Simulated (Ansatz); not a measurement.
`C[B](Cl)[InH2]` + dimethylamine → `C[N](C)[InH2]` + `CBCl` at 400 K and 1 bar (cleavage of the In–B bond).

Computed with Ansatz on PBE0-D4/def2-TZVP structures; ΔE is electronic, products minus reactants. CBS: MP2 limit from def2 TZ/QZ plus the TZ coupled-cluster correction, frozen cores. Elements past krypton have def2 core potentials. For In outer-core shells are correlated without core-valence functions, which leaves a few kJ/mol of doubt a bond.

```csv
species,CCSD(T)/CBS energy (Eh),H − E (kJ/mol),S (J/(mol·K))
`C[B](Cl)[InH2]`,-715.45322,172.0,401.9
`CNC`,-135.00321,264.6,293.2
`C[N](C)[InH2]`,-325.40049,277.8,372.8
`CBCl`,-525.07110,152.0,307.7
```

H − E and S are ideal-gas, rigid-rotor, harmonic terms from PBE0-D4/def2-TZVP, for one conformer and one mirror image of each species. 1 Eh = 2625.50 kJ/mol, R = 8.31446 J/(mol·K).

Question: By hand: ΔE, ΔH, ΔS and ΔG.

Answer: ΔE = (-325.40049) + (-525.07110) − (-715.45322) − (-135.00321) = -0.01516 Eh = -39.8 kJ/mol. Δ(H − E) = 277.8 + 152.0 − 172.0 − 264.6 = -6.8, so ΔH = -46.6 kJ/mol. ΔS = 372.8 + 307.7 − 401.9 − 293.2 = -14.6 J/(mol·K). ΔG = -46.6 − 400 × (-14.6)/1000 = -40.8 kJ/mol.

Question: By hand: the equilibrium constant, and the temperature at which ΔG would vanish if ΔH and ΔS stayed fixed.

Answer: log₁₀ K = −ΔG/(RT ln 10) = 5.3. ΔG = 0 at ΔH/ΔS = 3192 K, far beyond where these terms or the molecules hold.

The number of gas molecules stays the same, so ΔS is small and ΔH decides. A doubt of 5 kJ/mol in ΔE shifts log₁₀ K by 0.7 here. Other conformers and mirror images would add mixing entropy, several J/(mol·K) or more a flexible species. Modes under 60 cm⁻¹, often nearly free rotors, make the harmonic entropy too high. These are equilibria of isolated gas molecules and say nothing of rates. Largest T1 diagnostic: 0.017 (customary marks: 0.02 for closed shells, 0.045 for open ones).
